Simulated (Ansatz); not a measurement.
CHFO₂Sn at its PBE0-D4/def2-TZVP geometry, where that method's forces vanish. Charge 0, multiplicity 1. Sn takes the def2 core potential. The bonds changed during the relaxation, so this is another structure than the one it started from.

```json
{"atom": "O1", "x (Å)": "2.098", "y (Å)": "-0.979", "z (Å)": "-0.267"}
{"atom": "C2", "x (Å)": "0.978", "y (Å)": "-1.112", "z (Å)": "-0.056"}
{"atom": "O3", "x (Å)": "-0.156", "y (Å)": "-1.291", "z (Å)": "0.151"}
{"atom": "Sn4", "x (Å)": "-1.577", "y (Å)": "0.931", "z (Å)": "0.643"}
{"atom": "F5", "x (Å)": "0.316", "y (Å)": "1.464", "z (Å)": "0.668"}
{"atom": "H6", "x (Å)": "-1.659", "y (Å)": "0.987", "z (Å)": "-1.139"}
```

(1) For each bond, give half the difference of the two atoms' forces along it (eV/Å; positive pushes the atoms apart) under PBE-D4, r2SCAN-D4, B3LYP-D4, ωB97M-V in def2-TZVPP. (An estimate is asked.)

## Answers

(1) Computed: 
| bond | length (Å) | PBE-D4 | r2SCAN-D4 | B3LYP-D4 | ωB97M-V |
| --- | --- | --- | --- | --- | --- |
| O1–C2 | 1.148 | 0.96 | 0.35 | 0.17 | 0.00 |
| C2–O3 | 1.166 | 0.57 | 0.20 | 0.13 | 0.18 |
| Sn4–F5 | 1.967 | 0.50 | 0.03 | 0.32 | 0.03 |
| Sn4–H6 | 1.784 | 0.21 | 0.01 | 0.08 | -0.14 |

B3LYP here is the variant with VWN-RPA as its local correlation; programs differ in this.
